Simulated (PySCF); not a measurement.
**How methods differ on the ionisation energy of Pb²⁺**

Pb²⁺ [Xe] 4f14 5d10 6s2 (1S) → Pb³⁺ [Xe] 4f14 5d10 6s1 (2S), as a difference of total energies. All numbers are calculated (PySCF 2.14, a scalar-relativistic core potential, in def2-QZVPPD with the def2 core potential (60 electrons) (8s6p5d4f1g, 88 functions)). Correlated levels: valence: 5s2 5p6 5d10 frozen; valence and next inner shell: nothing frozen outside the core potential. The calculations carry no spin-orbit coupling.

| method | ionisation energy (eV) |
| --- | --- |
| UHF | 29.765 |
| LDA | 32.606 |
| PBE | 32.100 |
| PBE0 | 31.752 |
| r2SCAN | 31.843 |
| LC-wPBE | 31.554 |
| B2PLYP | 31.354 |
| B3LYP | 32.050 |
| revPBE | 31.944 |
| MP2 (valence) | 30.360 |
| SCS-MP2 (valence) | 30.479 |
| MP2 (valence and next inner shell) | 32.036 |
| SCS-MP2 (valence and next inner shell) | 31.897 |

Errors of the correlated levels include the incompleteness of this basis and the frozen core.

Q: Which method comes closest to the reference value, and which is furthest?

A: The reference is 31.937 eV (measured; NIST Atomic Spectra Database, ionization energies). Closest: revPBE (error 0.007 eV); furthest: UHF (error -2.172 eV).
